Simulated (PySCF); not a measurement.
Isomers of C5H7Cl3Si, mass 199.938 u with the commonest isotopes. The calculation used PBE0/pcSseg-1 in PySCF (dipole) on a GFN2-xTB geometry, gas phase. One conformer each, none proved a minimum here; rigid rotors.

Task: Order these by radius of gyration √(Σ m r²/M), smallest first.
A. `ClC(Cl)(Cl)[C@H]1C=CC[SiH2]1`
B. `[CH2:1]=[C:2]([SiH3:3])[C:4](=[CH2:5])[C:6]([Cl:7])([Cl:8])[Cl:9]` with C1–C2–C4–C5 62°
C. `[Cl:1][CH2:2][SiH2:3][C:4]1=[CH:5][C@@H:6]1[CH:7]([Cl:8])[Cl:9]` with Cl1–C2–Si3–C4 -58°, C2–Si3–C4–C5 121°, C5–C6–C7–Cl8 -153°

Result: A (2.177 Å), B (2.208 Å), C (2.485 Å).

Task: Order these by dipole moment, smallest first.
A. `[Cl:1][CH2:2][SiH2:3][C:4]1=[CH:5][C@@H:6]1[CH:7]([Cl:8])[Cl:9]` with Cl1–C2–Si3–C4 -58°, C2–Si3–C4–C5 121°, C5–C6–C7–Cl8 -153°
B. `[CH2:1]=[C:2]([SiH3:3])[C:4](=[CH2:5])[C:6]([Cl:7])([Cl:8])[Cl:9]` with C1–C2–C4–C5 62°
C. `ClC(Cl)(Cl)[C@H]1C=CC[SiH2]1`

Result: B (2.01 D), C (2.50 D), A (3.41 D).

Task: Order these by rotational constant C, largest first.
A. `[CH2:1]=[C:2]([SiH3:3])[C:4](=[CH2:5])[C:6]([Cl:7])([Cl:8])[Cl:9]` with C1–C2–C4–C5 62°
B. `ClC(Cl)(Cl)[C@H]1C=CC[SiH2]1`
C. `[Cl:1][CH2:2][SiH2:3][C:4]1=[CH:5][C@@H:6]1[CH:7]([Cl:8])[Cl:9]` with Cl1–C2–Si3–C4 -58°, C2–Si3–C4–C5 121°, C5–C6–C7–Cl8 -153°

Result: A (636.7 MHz), B (622.9 MHz), C (462.2 MHz).

```csv
SMILES,point group,Ia (u·Å²),Ib (u·Å²),Ic (u·Å²),κ,μa (D),μb (D),μc (D)
C=C([SiH3])C(=C)C(Cl)(Cl)Cl,C1,425.80,729.38,793.74,-0.80,1.07,1.55,0.69
ClC(Cl)(Cl)[C@H]1C=CC[SiH2]1,C1,389.16,695.03,811.32,-0.69,2.44,0.08,0.56
ClC[SiH2]C1=C[C@@H]1C(Cl)Cl,C1,426.13,950.64,1093.40,-0.81,2.61,2.08,0.69
```
